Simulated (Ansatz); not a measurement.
Born–Oppenheimer molecular dynamics of Ge2H10OSi (14 atoms, charge 0, multiplicity 1). It starts at the highest image of a converged band. Of that band: A structure lower than the last end lies on the path between it and the top, so the climb from that side starts below the end, which may itself be a saddle point or a shallow side well. Neighbouring images differ by up to 2.1 eV, so the band resolves the path poorly. A vibrational analysis at the climbing image gives one clearly imaginary mode, 957i cm⁻¹: a first-order saddle point.

All numbers below come from RKS PBE/def2-SVP in Ansatz.

```json
{
  "ensemble": "NVE (velocity Verlet)",
  "time step": "0.5 fs",
  "steps asked": "200",
  "starting velocities drawn for": "300 K",
  "seed": "4629"
}
```

First frame:

```xyz
14
Properties=species:S:1:pos:R:3
Ge 0.297 0.031 0.270
Ge -0.598 -0.051 2.951
H -1.805 -1.046 2.888
H 0.441 -0.681 3.935
H -1.134 1.246 3.641
O 1.144 0.425 -1.339
H 1.977 -0.080 -1.421
H -1.124 0.472 -0.114
H 0.830 -1.388 0.594
Si 1.908 2.178 0.769
H 3.264 1.644 0.404
H 1.382 3.174 -0.219
H 2.008 2.835 2.127
H 0.697 0.985 1.611
```

Task: How far do the bonds stretch over the last three quarters of this one trajectory? (Pairs bonded in most of those frames.)

Result: 
```json
{"bond": "Ge1–O6", "mean (Å)": "1.836", "spread (Å)": "0.020", "shortest": "1.80", "longest": "1.86"}
{"bond": "Ge1–H8", "mean (Å)": "1.555", "spread (Å)": "0.009", "shortest": "1.54", "longest": "1.57"}
{"bond": "Ge1–H9", "mean (Å)": "1.562", "spread (Å)": "0.039", "shortest": "1.50", "longest": "1.63"}
{"bond": "Ge1–Si10", "mean (Å)": "2.394", "spread (Å)": "0.154", "shortest": "2.18", "longest": "2.67"}
{"bond": "Ge2–H3", "mean (Å)": "1.548", "spread (Å)": "0.029", "shortest": "1.50", "longest": "1.59"}
{"bond": "Ge2–H4", "mean (Å)": "1.556", "spread (Å)": "0.026", "shortest": "1.51", "longest": "1.60"}
{"bond": "Ge2–H5", "mean (Å)": "1.553", "spread (Å)": "0.034", "shortest": "1.50", "longest": "1.61"}
{"bond": "Ge2–H14", "mean (Å)": "1.604", "spread (Å)": "0.171", "shortest": "1.34", "longest": "1.84"}
{"bond": "O6–H7", "mean (Å)": "0.982", "spread (Å)": "0.044", "shortest": "0.92", "longest": "1.04"}
{"bond": "Si10–H11", "mean (Å)": "1.507", "spread (Å)": "0.013", "shortest": "1.49", "longest": "1.53"}
{"bond": "Si10–H12", "mean (Å)": "1.506", "spread (Å)": "0.003", "shortest": "1.50", "longest": "1.51"}
{"bond": "Si10–H13", "mean (Å)": "1.509", "spread (Å)": "0.020", "shortest": "1.47", "longest": "1.54"}
```

Pairs bonded in part of these frames only: Ge1–Ge2 31 %, Ge1–H14 11 %.

Mean temperature of the second half: 1241 K. The conserved energy stayed within 0.4 meV per atom of its start (net change 0.16 meV per atom), so the integration is sound. The kinetic energy rose, since the run started high on the potential surface and went downhill. It ends in pieces (GeH4 + GeH6OSi), so much of that is their flight and rotation, not heat. A run of 0.1 ps of so small a system gives no equilibrium averages. The orbitals stay closed-shell, which can raise the energy where a bond breaks towards radicals; this wasn't checked here.

The run took 5.7 min on 4 threads of Arm Neoverse V2, with other jobs on the host, peak memory 0.26 GiB.
